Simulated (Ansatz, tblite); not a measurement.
Spin states of Rb₂H₃ (the lowest doublet isomer of a short search), each relaxed with r2SCAN-D4/def2-TZVP in Ansatz. Electronic energies in the gas phase.

In the def2 sets Rb takes a core potential; there is no spin–orbit coupling. The xTB rows come from tblite. Correlated methods freeze no core orbitals; core or outer-core shells of Rb are correlated, in sets that lack core-valence functions. In the doublet, H3 and H5 lie 0.75 Å apart (atoms count from 1), so H2 has formed as a molecule. In the quartet geometry the species has come apart into loosely held pieces. In the quartet, H3 and H5 lie 0.74 Å apart (atoms count from 1), so H2 has formed as a molecule. The structure comes from a short search, and lower isomers may exist.

Doublet geometry:

```xyz
5

Rb   -1.9544   -0.4869   -0.3026
Rb    1.0871    0.2290   -3.2167
H    -0.0220    0.0440    2.4249
H     0.5934    0.1120   -0.6501
H     0.2960    0.1019    1.7445
```

Quartet geometry:

Cartesian coordinates in Å:
```
Rb 0.254 -2.864 1.832
Rb -2.336 -2.790 -3.246
H 1.250 2.158 1.601
H -0.108 1.404 -1.114
H 0.940 2.092 0.927
```

⟨S²⟩: doublet 0.75 at PBE0-D4/def2-TZVP (pure 0.75), quartet 3.75 at PBE0-D4/def2-TZVP (pure 3.75).

Only these spin states were relaxed. The quartet has fallen apart into loose fragments. The quartet has other bonds than the doublet, so the gap mixes isomer and spin.

| level | quartet − doublet (kcal/mol) | lowest of these |
| --- | --- | --- |
| GFN2-xTB | 114.7 | doublet |
| BLYP-D4/def2-TZVP | 47.5 | doublet |
| r2SCANh-D4/def2-TZVP | 51.4 | doublet |
| ωB97M-V/def2-TZVP | 57.3 | doublet |

**Question.** Estimate the rows for PBE0-D4/def2-TZVP, B2PLYP/def2-TZVP, RPA@PBE/def2-TZVP, CCSD/def2-TZVPP.

**Answer.** 
```csv
level,quartet − doublet (kcal/mol),lowest of these
PBE0-D4/def2-TZVP,48.4,doublet
B2PLYP/def2-TZVP,50.0,doublet
RPA@PBE/def2-TZVP,43.5,doublet
CCSD/def2-TZVPP,50.6,doublet
```

The xTB methods have no term that favours high spin, so they put low spin too low.
